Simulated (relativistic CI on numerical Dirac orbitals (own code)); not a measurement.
# A ladder of approximations for the levels of Ca4+

Calculated with a relativistic CI code on KLI orbitals (one set per configuration, finite nucleus), adding one ingredient at a time: step 1, Dirac-Coulomb, each configuration alone; step 2, with Breit and QED terms; step 3, with configuration mixing; step 4, with scaled Slater integrals (0.85); step 5, with a P86 correlation estimate; step 6, tied to the ionisation limit. P86 is a density functional for the correlation energy, evaluated here for each configuration and added to its levels. Step 6 is semi-empirical: configurations made of the next ion and one excited electron move by -17027 cm⁻¹, so that their limit matches the tabulated ionisation energy, and those with a non-penetrating f or g electron also take the P86 value of the least penetrating other one.

Configurations in the expansion (outside the closed core [Ne]): 3s2 3p4, 3s 3p5, 3s2 3p3 3d, 3s2 3p3 4s, 3s2 3p3 5s, 3p6, 3s 3p4 3d, 3s2 3p3 4p, 3s2 3p3 4d, 3p5 3d, 3s 3p3 3d2, 3s2 3p3 4f, 3s2 3p3 5p, 3s 3p4 4s, 3s2 3p2 3d2, 3s2 3p 3d3, 3s2 3p 3d2 4s, 3s2 3p 3d2 5s, 3s 3p2 3d3, 3s2 3p 3d2 4p, 3p4 3d2, 3p3 3d3, 3p3 3d2 4s, 3p3 3d2 5s, 3p3 3d2 4p.

Computed minus measured energy above the ground level, in cm⁻¹, for 8 of the 13 excited levels that pair in every step (one J of a term; a digit in brackets numbers repeated terms):

| Configuration | Term | J | Measured | Step 1 | Step 2 | Step 3 | Step 4 | Step 5 | Step 6 |
| --- | --- | --- | --- | --- | --- | --- | --- | --- | --- |
| 3s2 3p4 | 3P | 1 | 2405 | 79 | 6 | -46 | -14 | -14 | -14 |
| 3s2 3p4 | 1D | 2 | 18830 | 3319 | 3266 | 2073 | -604 | -601 | -600 |
| 3s2 3p4 | 1S | 0 | 43836 | 9492 | 9457 | 2305 | -2945 | -2924 | -2918 |
| 3s 3p5 | 3P° | 1 | 156760 | 30549 | 30313 | -1754 | 5532 | 6281 | 2596 |
| 3s2 3p3 4s | 3D° | 2 | 369696 | -1195 | -1283 | 16458 | 10708 | 16537 | -333 |
| 3s2 3p3 4s | 1D° | 2 | 374728 | -277 | -377 | 17322 | 10684 | 16507 | -362 |
| 3s2 3p3 4s | 3P° | 0 | 387039 | 2945 | 2858 | 15972 | 8285 | 14118 | -2648 |
| 3s2 3p3 4s | 1P° | 1 | 392283 | 3935 | 3823 | 16936 | 8394 | 14221 | -2544 |

Mean absolute errors in cm⁻¹, over all paired levels and for the configurations:

```csv
"Configuration, levels",Step 1,Step 2,Step 3,Step 4,Step 5,Step 6
"all, 13",6896,6828,9476,6171,9424,1542
"3s2 3p4, 4",3262,3197,1116,900,894,892
"3s 3p5, 2",30582,30330,1765,5529,6277,2590
"3s2 3p3 4s, 7",2204,2187,16457,9367,15197,1614
```

Measured levels: Sugar and Corliss, J. Phys. Chem. Ref. Data 8, 865 (1979).

The mean absolute error is lowest at step 6 (1542 cm⁻¹), and the largest single drop is from step 5 to 6 (9424 to 1542). Terms of the ground configuration are off by 3262 at first, 1116 with mixing and 900 after scaling, which stands in for the correlation that narrows term splittings. The Breit and QED terms change the top of the ground term (measured 3276) from 3434 to 3336. Mixing lowers the ground level by 25345, with 3s 3p4 3d as its largest admixture; relative to it the configurations that move most are 3s 3p5 by -32095, 3s2 3p3 4s by +15128. The P86 estimate moves 3s2 3p3 4s by +5830, 3s 3p5 by +749, and takes the mean absolute error of the excited configurations from 8514 to 13215; it adds to levels that were already too high. Step 6 takes that error from 13215 to 1831; the error more than halves for 3s 3p5, 3s2 3p3 4s.
